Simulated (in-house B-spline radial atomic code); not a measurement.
Configurations of Xe⁴⁺, with energies counted from [Kr] 4d10 5s2 5p2. Method: scalar-relativistic (X2C) B97-1, spin-polarised, spherical fractional occupations, exact exchange averaged over the configuration, Fermi nucleus of rms radius 4.7859 fm. Calculated with a radial B-spline atomic code at the basis-set limit. Shells without spins written out take the highest spin.

Occupations are held fixed; configurations that lie above the ionisation limit could autoionise.

```json
{"configuration": "[Kr] 4d10 5s2 5p1 6s1", "E - E(ref) (eV)": "23.392", "highest orbital": "6s up", "its <r> (bohr)": "3.429"}
{"configuration": "[Kr] 4d10 5s2 5p1 5f1", "E - E(ref) (eV)": "35.1", "highest orbital": "5f up", "its <r> (bohr)": "4.178"}
{"configuration": "[Kr] 4d9 5s2 5p2 6s1", "E - E(ref) (eV)": "84.83", "highest orbital": "6s up", "its <r> (bohr)": "3.35"}
{"configuration": "[Ar] 3d9 4s2 4p6 4d10 5s2 5p2 5f1", "E - E(ref) (eV)": "708.15", "highest orbital": "5f up", "its <r> (bohr)": "3.866"}
```

(1) Order these further configurations by energy, lowest first.
A. [Kr] 4d10 5s1 5p2 6s1
B. [Ar] 3d10 4s2 4p5 4d10 5s2 5p3
C. [Ar] 3d9 4s2 4p6 4d10 5s2 5p2 5d1
D. [Kr] 4d9 5s2 5p3

## Answers

(1) A (35.539 eV), D (59.19 eV), B (144.35 eV), C (690.82 eV).
